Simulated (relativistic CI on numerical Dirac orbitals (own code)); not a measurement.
# Hyperfine structure of Hf⁵⁺, mass number 177

Method of calculation: Dirac-Coulomb-Breit CI, KLI orbitals optimised for each configuration, QED by a radiative potential, valence Slater integrals scaled by 0.85, P86 correlation energy added to each configuration (own radial code, finite nucleus).

Configuration list (outside the closed core [Kr] 4d10): 4f13.5s2.5p6, 4f14.5s2.5p5, 4f13.5s2.5p5.5d, 4f12.5s2.5p6.5d, 4f12.5s2.5p6.6s, 4f13.5s2.5p5.5f, 4f13.5s.5p6.5d, 4f12.5s2.5p6.6p, 4f13.5s2.5p5.5g, 4f13.5s2.5p5.6s, 4f14.5s.5p6, 4f12.5s2.5p6.6d, 4f13.5s2.5p5.6p, 4f12.5s2.5p6.7s. Double excitations out of closed p, d and f shells are left out; levels of such configurations are missing from the list, as are those of other unlisted configurations, and high levels can miss mixing partners.

Nuclear spin I = 7/2, μ = 0.791 μN, Q = 3.37 b (tables of Stone and Pyykkö). The electronic factors are computed for point nuclear moments, without core polarisation or the Bohr-Weisskopf and QED corrections.

| Level | E (cm⁻¹) | A (MHz) | B (MHz) |
| --- | --- | --- | --- |
| 4f13.5s2.5p6 2F°_7/2 | 0.0 | 261.5 | -7400 |
| 4f13.5s2.5p6 2F°_5/2 | 13338.7 | 498.3 | -6700 |
| 4f14.5s2.5p5 2P°_3/2 | 117840.2 | 1168 | -34900 |
| 4f14.5s2.5p5 2P°_1/2 | 184361.3 | 10670 |  |
| 4f12.5s2.5p6.5d 4F_9/2 | 204614.1 | 246.4 | -5100 |
| 4f12.5s2.5p6.5d 2K_15/2 | 209342.6 | 293.8 | -4710 |
| 4f12.5s2.5p6.5d 4G_11/2 | 210258.0 | 267.1 | -9800 |
| 4f12.5s2.5p6.5d 4F_7/2 | 212405.3 | 301.2 | -2620 |

Levels with J = 0, under 50 % of one LS term, or S terms without an open s electron are left out. Small factors come from cancelling terms and can be off by tens of per cent or more.

At this charge configurations can still be misplaced by up to about 7 % of their energy. Levels and lines within the n = 5 or 6 shells can be off by up to 10 % or somewhat more, and those that change n by about 2 %, since core polarisation is missing. 6 of the 49 excited levels that our extract of the measured tables holds in this range could be paired (the sources list more); they are missed by 13448 cm⁻¹ on average and 21896 at most, and levels without a partner can miss by more. Levels that differ in their count of f electrons can be misplaced by several ten thousand cm⁻¹, since the correlation energy of f electrons is missing or only estimated; rates across such gaps can be off by orders of magnitude.

Question: Give the hyperfine levels of 4f13.5s2.5p6 2F°_7/2 relative to its centre of gravity.

Answer: With K = F(F + 1) − I(I + 1) − J(J + 1), E = AK/2 + B[¾K(K + 1) − I(I + 1)J(J + 1)]/[2I(2I − 1)J(2J − 1)]: F = 0: -8081, F = 1: -7065, F = 2: -5183, F = 3: -2738, F = 4: -182.9, F = 5: 1879, F = 6: 2694, F = 7: 1354 MHz.

LS names give the leading component of a level, which can be under half, so a name can repeat, a term be missing and a line seem to break the LS rules.
